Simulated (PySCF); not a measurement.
## Ionisation energy along the 20-electron series

Calculated with PySCF 2.14 and a two-component X2C-1e Hamiltonian (Gaussian nucleus, no Breit or QED terms), each ion in its own even-tempered basis scaled to its charge; GMP2 freezes [Ne] and drops the highest virtual spinors. Values in eV. NIST values: (m) measured, (s) semi-empirical, (t) theoretical.

```json
{"ion": "Pd²⁶⁺", "configuration": "[Ar] 3d2", "GHF (spin-free)": "1363.3", "GMP2 (spin-free)": "1363.1", "GHF (screened spin-orbit)": "1365.8", "GMP2 (screened spin-orbit)": "1365.7", "NIST": "1366 ± 4 (t)"}
{"ion": "Cd²⁸⁺", "configuration": "[Ar] 3d2", "GHF (spin-free)": "1554.6", "GMP2 (spin-free)": "1554.4", "GHF (screened spin-orbit)": "1558.0", "GMP2 (screened spin-orbit)": "1557.9", "NIST": "1558 ± 4 (t)"}
```

Problem. Fill in the row of Ag²⁷⁺.

Solution. configuration: [Ar] 3d2; GHF (spin-free): 1457.4; GMP2 (spin-free): 1457.2; GHF (screened spin-orbit): 1460.3; GMP2 (screened spin-orbit): 1460.2; NIST: 1460 ± 4 (t).
